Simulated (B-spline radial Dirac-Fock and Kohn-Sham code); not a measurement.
# Two-hole binding energies of Gd⁷⁺

System: Gd⁷⁺ in the configuration [Kr] 4d10 4f6 5s2 5p3.

The computed values come from a radial atomic solver: Dirac-Fock ΔSCF + Breit + QED. U is the two-hole binding energy less the two single-hole energies, the effective repulsion of the holes after relaxation. Each two-hole energy is an average over J within one jj subconfiguration.

```
          holes  E(a) (eV)  E(b) (eV)  E(ab) (eV)  U (eV)
   1s⁻¹ 2p1/2⁻¹    50355.6     8049.2           ?       ?
   1s⁻¹ 3p3/2⁻¹    50355.6     1667.0     52116.4    93.7
           2s⁻²     8500.1     8500.1     17187.8   187.7
   2s⁻¹ 2p1/2⁻¹     8500.1     8049.2     16727.2   177.9
        2p1/2⁻²     8049.2     8049.2     16335.6   237.1
2p1/2⁻¹ 2p3/2⁻¹     8049.2     7361.6     15618.4   207.5
        2p3/2⁻²     7361.6     7361.6     14926.4   203.1
   2p1/2⁻¹ 3s⁻¹     8049.2     2004.8     10134.5    80.4
   2s⁻¹ 3d5/2⁻¹     8500.1     1305.4      9891.2    85.8
   2p3/2⁻¹ 3s⁻¹     7361.6     2004.8      9445.9    79.4
2p1/2⁻¹ 3d5/2⁻¹     8049.2     1305.4      9442.8    88.2
2p3/2⁻¹ 3p1/2⁻¹     7361.6     1810.3      9257.6    85.6
        3p1/2⁻²     1810.3     1810.3      3687.2    66.6
        4d5/2⁻²      260.8      260.8       549.9    28.4
```

Q: Give the missing two-hole energy and U.

A: E(ab) = 58737.6 eV and U = 332.7 eV.

Run: 37 s of CPU time on 1 thread of Intel(R) Xeon(R) 6975P-C (shared host), peak memory 0.50 GiB.
